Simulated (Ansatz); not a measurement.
One change: `[OH][Sn]([F])([Cl])[Br]` becomes `[F][Sn]([F])([Cl])[Br]`.

Ansatz, PBE0-D4/def2-TZVP geometries, multiplicity 1. Each molecule was computed in one conformer, which needn't be the lowest.

Elements past krypton have def2 core potentials. Scalar relativity is left out up to krypton.

```tsv
property	`[OH][Sn]([F])([Cl])[Br]`
zero-point energy (PBE0-D4/def2-TZVP) / kJ/mol	44.6
ideal-gas entropy at 298 K and 1 bar (rigid rotor, harmonic PBE0-D4/def2-TZVP) / J/(mol·K)	401
size of the dipole moment (ωB97M-V/def2-TZVPP) / D	1.95
size of the dipole moment (PBE/def2-TZVPP) / D	1.89
HOMO energy (PBE/def2-TZVPP) / eV	-7.95
HOMO–LUMO gap (B3LYP/def2-TZVPP) / eV	5.86
```

(1) Give the same properties after the change, and the shifts. (Best estimate.)

Results:

(1) The calculation gave: 
```tsv
property	`[F][Sn]([F])([Cl])[Br]`	shift
zero-point energy (PBE0-D4/def2-TZVP) / kJ/mol	16.0	-28.6
ideal-gas entropy at 298 K and 1 bar (rigid rotor, harmonic PBE0-D4/def2-TZVP) / J/(mol·K)	378	-23
size of the dipole moment (ωB97M-V/def2-TZVPP) / D	1.86	-0.09
size of the dipole moment (PBE/def2-TZVPP) / D	1.76	-0.13
HOMO energy (PBE/def2-TZVPP) / eV	-8.30	-0.35
HOMO–LUMO gap (B3LYP/def2-TZVPP) / eV	5.73	-0.13
```

With PBE0 the HOMO falls by 0.32 eV and the LUMO falls by 0.44 eV, so the gap narrows by about 0.12 eV. PBE moves the HOMO by -0.35 eV and ωB97M-V by -0.31 eV. The zero-point energy changes by -28.6 kJ/mol with -3 modes. Dipoles are sizes alone; their direction can turn. Modes under 60 cm⁻¹, often nearly free rotors, make the harmonic entropy too high.

B3LYP here is the variant with VWN-RPA as its local correlation; programs differ in this.

Spin–orbit coupling is left out; it splits and shifts lone-pair levels of the heavy atoms by tenths of an eV.
